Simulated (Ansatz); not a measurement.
Isolated molecules relaxed with PBE0-D4/def2-TZVP in Ansatz; ΔE leaves out vibrations. CBS: MP2 limit from def2 TZ/QZ plus the TZ coupled-cluster correction, frozen cores. DFT in def2-TZVPP. One conformer a species, not always the lowest.

`[SiH3][SiH]1NCS1` + `O[SiH](O)S` → `O[SiH](O)S[SiH3]` + `C1N[SiH2]S1`  (cleavage of the Si–Si bond)

**Question.** Is it downhill or uphill in electronic energy at CCSD(T)/CBS, and by how much? (Estimate.)

**Answer.** The calculation gave: Downhill: ΔE = -15.8 kcal/mol.

**Question.** What do these levels give: ωB97X-V, ωB97M-V, PBE0, MP2/def2-TZVPP, MP2/def2-QZVPP, CCSD/CBS(def2)? (Estimate.)

**Answer.** Ansatz gave: ωB97X-V -15.3, ωB97M-V -16.4, PBE0 -13.7, MP2/def2-TZVPP -17.6, MP2/def2-QZVPP -18.0, CCSD/CBS(def2) -16.0 kcal/mol.

Largest T1 diagnostic among the species: 0.012.

From PBE to PBE0 (25 % exact exchange), in def2-TZVPP and without D4, ΔE moves by −1.5 kcal/mol.
